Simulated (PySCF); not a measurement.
**Worked example: chemical shift, span and skew from a shielding tensor**

chloro(silyloxy)silane (ClH5OSi2), SMILES [SiH3]O[SiH2]Cl. Atoms are numbered in the order given.

```xyz
9

Si    -2.0234     0.2040    -0.4873
O     -0.4345     0.4813    -0.9215
Si     1.1302     0.2806    -0.4544
Cl     1.1669    -0.7097     1.3758
H     -2.2703    -1.2581    -0.3481
H     -2.8820     0.7588    -1.5661
H     -2.3302     0.8845     0.8014
H      1.7778     1.6015    -0.2756
H      1.8493    -0.5554    -1.4444
```
Charge 0, spin multiplicity 1.

Geometry: B3LYP-D3(BJ)/def2-SVP. One conformer was computed; it need not be the lowest.

GIAO shieldings from PySCF with KT2/pcSseg-1, non-relativistic, no solvent. The symmetric part of the tensor of Si3 has the principal values 350.2, 361.0, 406.7 ppm. The same nucleus in TMS has σ = 361.9 ppm at this level (PySCF, at its B3LYP-D3(BJ)/def2-TZVP geometry). Without spin–orbit terms, shifts of atoms bonded to Cl or Br come out too high.

Problem. Work out the isotropic shielding, the ²⁹Si shift against TMS, the span and the skew.

Solution. 
σ(iso) = (σ11 + σ22 + σ33)/3 = 372.6 ppm. δ = σ(ref) − σ(iso) = 361.9 − (372.6) = -10.7 ppm.
Span Ω = σ33 − σ11 = 56.5 ppm. Skew κ = 3(σ(iso) − σ22)/Ω = 0.62. Tumbling in solution averages the tensor to δ; in a static solid the shielding alone would spread this spin-1/2 line over Ω.
